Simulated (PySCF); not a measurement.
Cl₃OV, multiplicity 1. Atoms are numbered in the order given.

```xyz
5

V      0.0000     0.0000    -0.2605
O      0.0000     0.0000    -1.8189
Cl     1.7683     1.0210     0.4028
Cl    -1.7683     1.0210     0.4028
Cl     0.0000    -2.0419     0.4028
```

Geometry optimised at PBE-D3(BJ)/def2-SVP. The spin state was assumed, not searched.

All values below come from PBE/def2-TZVP (PySCF).

Symmetry labels are those of the subgroup Cs that the program uses (full group C3v).

### Question
List the valence orbital energies around the gap with their symmetry. (The exact figures need the calculation; the answer reports its results.)

### Answer

```tsv
orbital	symmetry	energy (eV)
HOMO−7	A'	-10.04
HOMO−6	A"	-10.04
HOMO−5	A"	-9.34
HOMO−4	A'	-9.34
HOMO−3	A'	-8.91
HOMO−2	A"	-8.38
HOMO−1	A'	-8.30
HOMO	A"	-8.30
LUMO	A"	-5.23
LUMO+1	A'	-5.23
LUMO+2	A'	-3.85
LUMO+3	A"	-3.85
```
